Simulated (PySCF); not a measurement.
Computed shifts of a molecule C2H5ClSi2, PBE/pcSseg-1 in PySCF, GIAO, gas phase, atoms alike by connectivity averaged where their shifts nearly agree, in ppm (number of nuclei): ¹³C: 108.5 (1), 86.9 (1). ²⁹Si: -27.3 (1), -102.2 (1). ¹H: 5.99 (1), 3.95 (3), 3.02 (1). References: ¹³C against TMS (σ = 182.0 ppm); ²⁹Si against TMS (σ = 335.4 ppm); ³⁵Cl against HCl (σ = 936.5 ppm); ¹H against TMS (σ = 31.49 ppm), references at their B3LYP-D3(BJ)/def2-TZVP geometries, non-relativistic (without spin–orbit terms, shifts of atoms bonded to Cl or Br come out too high). Coordinates come from a PBE0-D3(BJ)/def2-SVP optimisation. One conformer was computed; it need not be the lowest.

### Question
Pick the molecule that these values belong to.
(A) ClC1=C[SiH2][SiH2]1
(B) C#C[Si@@H]([SiH3])Cl
(C) Cl[Si@H]1C=C[SiH2]1
(D) C#C[SiH2][SiH2]Cl

### Answer
B, C#C[Si@@H]([SiH3])Cl
